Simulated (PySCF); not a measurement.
Q: Give a PBE0-D3(BJ)/def2-SVP geometry of `PB[C@@H]1C=C1Cl`.

A: 
```xyz
11
C3H5BClP angstrom
P      2.5189   -0.9527    0.8474
B      1.0040   -0.4144   -0.1353
C     -0.2369    0.2337    0.5298
C     -1.6581   -0.0441   -0.0425
C     -1.1514    1.1086   -0.2955
Cl    -1.2372    2.6312   -1.0000
H      2.6759    0.1087    1.7809
H      3.5803   -0.6282   -0.0388
H      0.9553   -0.7164   -1.3075
H     -0.1930    0.4745    1.6060
H     -2.4293   -0.8046   -0.0886
```

Any rigid rotation of these coordinates is as good. Atoms count from 1 in this order. P1 (three-coordinate phosphorus) is pyramidal (angles 102.6°, 102.1° and 99.0°, sum 303.7°, 0.70 Å off the plane of its three neighbours). B2 (three-coordinate boron) is planar (angles 122.6°, 119.2° and 117.8°, sum 359.6°, 0.06 Å off the plane of its three neighbours). The 3-membered ring C3–C4–C5 has internal angles of 49.5° to 67.1°. The 3 C–C bonds span 1.284 Å (C4=C5, drawn double) to 1.557 Å (C3–C4, drawn single), a spread of 0.273 Å.

Bonds between heavy atoms (Å): P1–B2 1.884, B2–C3 1.550, C3–C4 1.557, C4=C5 1.284, C5–Cl6 1.680, C3–C5 1.511.

Level of theory: PBE0-D3(BJ)/def2-SVP geometry optimisation, gas phase (PySCF).

Point group: C1 (no symmetry element, even within 0.4 Å). Whether it is a minimum is left open (no frequencies). One conformer, not necessarily the lowest (H–P1–B2–C3 -41° and -143°, P1–B2–C3–C4 -146°).
